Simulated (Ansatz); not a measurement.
C3H9BeFSi (SMILES C[Si](C)(C)[Be][F]), singlet, at a GFN2-xTB geometry (such geometries of metal compounds can be far from the true shape); B3LYP/def2-TZVPP run with Ansatz (a quantum-chemistry and plane-wave program).

The Ansatz input:
Ansatz 0.2 input:
```yaml
crystal:
  periodic: [false, false, false]
  atoms:
    - {symbol: Be, position_ang: [0.72682651, 1.46759557, 0.88201789]}
    - {symbol: F, position_ang: [1.25094036, 2.55773551, 1.53915315]}
    - {symbol: Si, position_ang: [-0.12508048, -0.26399995, -0.15936879]}
    - {symbol: C, position_ang: [-2.03489978, -0.40494296, -0.01475382]}
    - {symbol: C, position_ang: [0.51600750, -1.96532939, 0.45905298]}
    - {symbol: C, position_ang: [0.20316285, -0.30178050, -2.05113783]}
    - {symbol: H, position_ang: [-2.41933502, -1.27350095, -0.54245083]}
    - {symbol: H, position_ang: [-2.34588160, -0.49059393, 1.02244607]}
    - {symbol: H, position_ang: [-2.52668516, 0.47082750, -0.42827848]}
    - {symbol: H, position_ang: [0.30133260, -2.10720825, 1.51432772]}
    - {symbol: H, position_ang: [1.59163356, -2.05008713, 0.33393851]}
    - {symbol: H, position_ang: [0.05974103, -2.79134301, -0.07966756]}
    - {symbol: H, position_ang: [1.26763248, -0.32721400, -2.26576884]}
    - {symbol: H, position_ang: [-0.20385408, 0.57911784, -2.53916963]}
    - {symbol: H, position_ang: [-0.24484983, -1.17168362, -2.52363186]}
basis:
  gaussian:
    orbitals: def2-TZVPP
hamiltonian:
  xc: b3lyp
```

It wrote (shortened):

```
Functional definition: B3LYP
1659 factors; their error is unknown
mean field evaluation 1: about -14240.5616 eV, gradient 9.7e1 eV
mean field evaluation 2: about -14214.4663 eV, gradient 1.4e2 eV
mean field evaluation 4: about -14260.4786 eV, gradient 9.2e0 eV
mean field evaluation 8: about -14260.6232 eV, gradient 3.9e-1 eV
mean field evaluation 16: about -14260.6272 eV, gradient 4.1e-4 eV
mean field -14260.62719385 eV, -524.0683831737 hartree, gradient 4.0e-5 eV, S^2 0.000000; 0 other end points of the search recorded, 0 dependent functions left out
reference -14260.62754951 eV, -524.0683962441 hartree; 27, 27 occupied and 284, 284 virtual orbitals, 1659 factors
Total energy: -14260.62754951 eV, -524.0683962441 hartree
```
